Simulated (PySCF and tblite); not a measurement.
Values are calculated unless marked as measured or tabulated.
C9H10, numbered as in [CH2:1]=[CH:2][CH2:3][c:4]1[cH:5][cH:6][cH:7][cH:8][cH:9]1.

Geometries PBE0-D3(BJ)/def2-SVP; weights from CAM-B3LYP-D3(BJ)/def2-SVPD (IEF-PCM, chloroform) energies and GFN2-xTB thermal corrections, with symmetry numbers and mirror pairs. Conformers within 3 kcal/mol (GFN2-xTB free energy) were kept, 8 at most. (PySCF 2.14, tblite 0.8.)

Rotational constants are equilibrium values for the commonest isotopes; dipoles come from the energy level named and are polarised by its solvent model.

Torsions listed: C1–C2–C3–C4, C2–C3–C4–C5. Of a mirror pair one member is shown.

```json
{"conformer": "1", "shape": "-120°, -129°", "symmetry": "C1 (pair)", "weight %": "61.8"}
{"conformer": "2", "shape": "0°, 89°", "symmetry": "Cs", "weight %": "38.2"}
```

Sets of constants, in random order:

```json
{"set": "P", "A (MHz)": "3397", "B (MHz)": "1114", "C (MHz)": "1044", "abs μa (D)": "0.26", "abs μb (D)": "0.01", "abs μc (D)": "0.48"}
{"set": "Q", "A (MHz)": "4212", "B (MHz)": "984", "C (MHz)": "833", "abs μa (D)": "0.03", "abs μb (D)": "0.26", "abs μc (D)": "0.08"}
```

(1) Match each set to its conformer.

Thermal terms of a conformer that GFN2-xTB lacks, or places elsewhere, come from the nearest GFN2-xTB minimum; such a conformer stays in the set even outside the window.

Answers

(1) P is conformer 2, Q is conformer 1.
